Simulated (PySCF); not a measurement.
B3LYP has the VWN-RPA correlation part, as in Gaussian. Delta-SCF ions had no search for a lower state. Excitations are Tamm–Dancoff values on a coarser integration grid. The basis has no diffuse functions, so Rydberg states are missing or too high.

# C4H8Si, SMILES `C(C)[SiH]1C=C1` (C–C–Si–C torsion 25°) (charge 0, multiplicity 1)

Calculation: B3LYP-D3(BJ)/def2-TZVP in PySCF.

```json
{
 "HOMO": "-6.98 eV",
 "dipole_moment": "0.147 e·Å",
 "HOMO–LUMO gap": "6.66 eV",
 "LUMO": "-0.32 eV",
 "S1 excitation (TDA)": "5.34 eV",
 "S1 oscillator strength": "0.012",
 "T1 excitation (TDA)": "4.64 eV",
 "S1–T1 gap (TDA)": "0.69 eV",
 "vertical ionisation energy (Delta-SCF)": "9.35 eV",
 "total_energy": "-446.7790 Ha",
 "cost": "around 2.0 core-minutes (rough)"
}
```

```xyz
13

C      1.5616     0.3905    -0.6114
C      1.0653    -0.1689     0.7247
Si    -0.7939    -0.3812     0.8304
C     -1.9563     0.5778    -0.1746
C     -1.8377    -0.6740    -0.6205
H      2.6487     0.4914    -0.6208
H      1.1324     1.3739    -0.8114
H      1.2788    -0.2592    -1.4415
H      1.3746     0.4793     1.5517
H      1.5247    -1.1424     0.9279
H     -1.1948    -0.8945     2.1609
H     -2.5287     1.4441    -0.4801
H     -2.2748    -1.2368    -1.4352
```
Charge 0, spin multiplicity 1.
